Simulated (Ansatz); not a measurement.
Ideal-gas functions of Cl₃HOSi (`O[Si](Cl)(Cl)Cl`) at 400 K and 1 bar, from an Ansatz frequency run at PBE0-D4/def2-TZVP.

Molar mass 151.45 g/mol, point group Cs (symmetry number 1), electronic degeneracy 1, moments of inertia 273.577, 279.359, 387.647 u Å². Harmonic wavenumbers (cm⁻¹, unscaled): 122, 165, 201, 235, 273, 289, 464, 612, 618, 821, 969, 3910.

Use S(trans) = R[1.5 ln M + 2.5 ln T − 1.1517]; rotational temperatures θ = 24.2544 K / I; S(rot) = R[ln(√π/σ · √(T³/θAθBθC)) + 1.5]; for each mode x = 1.438777 ν̃/T, S = R[x/(eˣ − 1) − ln(1 − e⁻ˣ)] and H = RT x/(eˣ − 1); 1 cm⁻¹ = 0.0119627 kJ/mol; R = 8.31446 J/(mol·K).

Problem. By hand: the entropy, in J/(mol·K).

Solution. Translation 177.6. Rotation: θ = 0.0887, 0.0868, 0.0626 K, giving 123.7. Vibration, mode by mode: 15.23, 12.77, 11.19, 9.96, 8.79, 8.36, 4.96, 3.25, 3.20, 1.80, 1.17, 0.00, in all 80.7. Electronic 0.0. Sum 382.0 J/(mol·K).

Problem. By hand: H − E and G − E in kJ/mol, counted from the electronic energy.

Solution. Zero-point energy ½ × 8679 × 0.0119627 = 51.9; thermal vibration 17.3; translation, rotation and pV give 4 RT = 13.3. H − E = 82.5 kJ/mol, and G − E = 82.5 − 400 × 382.0/1000 = -70.3 kJ/mol.

Vibration gives 21 % of the entropy, 15.2 J/(mol·K) of it from the mode under 150 cm⁻¹: soft modes count most, and the harmonic formula is weakest for them. The sum counts one conformer and one mirror image; others add a mixing term.
